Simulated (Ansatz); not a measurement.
Start from `O[SiH](F)[AlH2]` and change one atom or group to get `F[SiH](F)[AlH2]`.

Ansatz, PBE0-D4/def2-TZVP geometries, multiplicity 1. Each molecule was computed in one conformer, which needn't be the lowest.

```tsv
property	`O[SiH](F)[AlH2]`
HOMO energy (ωB97M-V/def2-TZVPP) / eV	-9.59
LUMO energy (PBE0/def2-TZVPP) / eV	-2.19
zero-point energy (PBE0-D4/def2-TZVP) / kJ/mol	103.2
size of the dipole moment (B3LYP/def2-TZVPP) / D	1.32
HOMO energy (PBE/def2-TZVPP) / eV	-6.40
HOMO–LUMO gap (ωB97M-V/def2-TZVPP) / eV	9.05
```

Problem. Give the same properties after the change, and the shifts. (Estimate.)

Solution. The calculation gave: 
```
                                        property  `F[SiH](F)[AlH2]`  shift
           HOMO energy (ωB97M-V/def2-TZVPP) / eV              -9.85  -0.26
              LUMO energy (PBE0/def2-TZVPP) / eV              -2.52  -0.33
  zero-point energy (PBE0-D4/def2-TZVP) / kJ/mol               73.3  -29.9
size of the dipole moment (B3LYP/def2-TZVPP) / D               1.84   0.52
               HOMO energy (PBE/def2-TZVPP) / eV              -6.64  -0.24
         HOMO–LUMO gap (ωB97M-V/def2-TZVPP) / eV               9.00  -0.05
```

With PBE0 the HOMO falls by 0.28 eV and the LUMO falls by 0.33 eV, so the gap narrows by about 0.05 eV. PBE moves the HOMO by -0.24 eV and ωB97M-V by -0.26 eV. The zero-point energy changes by -29.9 kJ/mol with -3 modes. Dipoles are sizes alone; their direction can turn.

B3LYP here is the variant with VWN-RPA as its local correlation; programs differ in this.
